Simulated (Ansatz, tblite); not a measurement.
Cost and result up the ladder for Li12 (the lowest singlet isomer of a short search) (12 atoms). The state is a singlet with charge 0. Geometry: PBE0/def2-SVP.

Cartesian coordinates in Å:
```
Li -0.141 0.982 2.235
Li -2.790 -1.724 -1.346
Li -3.241 -0.332 1.584
Li 0.393 0.175 -2.424
Li 1.891 -0.416 0.441
Li 1.028 2.065 -0.294
Li -2.271 1.572 -0.842
Li 0.293 -2.594 -1.223
Li -0.887 -2.289 1.730
Li 3.511 0.983 -1.587
Li -0.907 -0.410 -0.024
Li 3.121 1.989 1.751
```

Ansatz on 4 threads of Arm Neoverse V2 on a shared host; xTB runs through tblite on one thread. Times are rough, summed over both states, and most runs start from the orbitals of an earlier one. No level here is sound enough to serve as a yardstick. The other state is a triplet.

The xTB rows come from tblite. The structure comes from a short search, and lower isomers may exist.

xTB has no spin-polarisation term.

| level | functions | vertical triplet (eV) | remarks |
| --- | --- | --- | --- |
| GFN1-xTB | 48 | 0.30 | – |
| PBE/def2-TZVP (with forces) | 168 | 0.25 | restricted SCF unstable in HF (singlet) |
| GFN2-xTB | 48 | 0.19 | – |
| PBE0/def2-TZVP | 168 | 0.26 | restricted SCF unstable in HF (singlet) |
| r2SCAN/def2-TZVP | 168 | 0.11 | restricted SCF unstable in HF (singlet), spin-contaminated (⟨S²⟩ 2.18) (triplet) |

Question: Estimate how long each takes.

Answer: GFN1-xTB 0.014 s; GFN2-xTB 0.067 s; PBE/def2-TZVP (with forces) 8.9 s; PBE0/def2-TZVP 14 s; r2SCAN/def2-TZVP 29 s. On shared hardware such times vary by a factor of up to 3.
